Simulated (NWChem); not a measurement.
Species: BeH₂; SMILES [BeH2]

Program: NWChem. Geometry: optimised at PBE0/def2-SVP. Ions are spin-unrestricted doublets at the neutral geometry; other ion states weren't tried.

Task: Among these, which level gives the lowest value of “ΔSCF minus −ε(HOMO) (eV)”?
(A) r2SCAN/def2-TZVP
(B) CAM-B3LYP/def2-TZVP
(C) B3LYP/def2-TZVP
(D) PBE/def2-TZVP

Result: B, CAM-B3LYP/def2-TZVP. Values: CAM-B3LYP/def2-TZVP 1.64; B3LYP/def2-TZVP 3.21; r2SCAN/def2-TZVP 3.86; PBE/def2-TZVP 4.13
